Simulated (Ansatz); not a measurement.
Pd₂Se₃, 5 atoms. Hardware: 4 threads of Arm Neoverse N1 on a shared host.

In the def2 sets Pd takes a core potential; there is no spin–orbit coupling. Correlated methods freeze 27 core orbitals; core or outer-core shells of Pd, Se are correlated, in sets that lack core-valence functions.

(1) How many basis functions does each of these Ansatz runs have, and roughly what does it cost? PBE0-D4/def2-SVP, charge 0 singlet, energy, from earlier orbitals; PBE-D4/def2-SVP, charge 0 singlet, energy, from earlier orbitals; LC-ωPBE/def2-TZVP, charge 0 singlet, energy, from earlier orbitals; LDA (SPW92)/def2-TZVP, charge 0 singlet, energy, from earlier orbitals; PBE-D4/def2-TZVP, charge 0 singlet, energy and forces, from earlier orbitals; CCSD(T)/def2-SVP, charge 0 singlet, energy, from earlier orbitals; HF/STO-3G, charge 0 singlet, energy; PBE-D4/def2-SVP, charge 0 singlet, relaxation, 7 steps; r2SCAN-D4/def2-TZVP, charge 0 singlet, energy, from earlier orbitals; r2SCANh-D4/def2-TZVP, charge 0 singlet, energy, from earlier orbitals; MP2/def2-TZVP, charge 0 singlet, energy, from earlier orbitals; PBE0-D4/def2-TZVP, charge 0 singlet, energy, from earlier orbitals.

## Answers

(1) Other jobs shared the machine, so times can vary by a factor of up to 3. A dash marks memory too small to be measured apart from the calling script's.

| run | functions | fitting or Cholesky vectors | wall time | peak host memory (GiB) |
| --- | --- | --- | --- | --- |
| LDA (SPW92)/def2-TZVP, charge 0 singlet, energy, from earlier orbitals | 224 | 1879 | 4.3 s | – |
| PBE-D4/def2-SVP, charge 0 singlet, energy, from earlier orbitals | 158 | 1606 | 5.5 s | – |
| HF/STO-3G, charge 0 singlet, energy | 108 | 1223 | 7 s | – |
| PBE-D4/def2-TZVP, charge 0 singlet, energy and forces, from earlier orbitals | 224 | 1879 | 10 s | – |
| PBE0-D4/def2-SVP, charge 0 singlet, energy, from earlier orbitals | 158 | 1585 | 11 s | 0.55 |
| r2SCAN-D4/def2-TZVP, charge 0 singlet, energy, from earlier orbitals | 224 | 1879 | 17 s | – |
| PBE0-D4/def2-TZVP, charge 0 singlet, energy, from earlier orbitals | 224 | 2046 | 24 s | 1.2 |
| r2SCANh-D4/def2-TZVP, charge 0 singlet, energy, from earlier orbitals | 224 | 1888 | 26 s | 1.2 |
| PBE-D4/def2-SVP, charge 0 singlet, relaxation, 7 steps | 158 | 1606 | 31 s | – |
| LC-ωPBE/def2-TZVP, charge 0 singlet, energy, from earlier orbitals | 224 | 1879 | 31 s | 1.1 |
| MP2/def2-TZVP, charge 0 singlet, energy, from earlier orbitals | 224 | 1753 | 68 s | 1.2 |
| CCSD(T)/def2-SVP, charge 0 singlet, energy, from earlier orbitals | 158 | 1585 | 8.1 min | 1.9 |
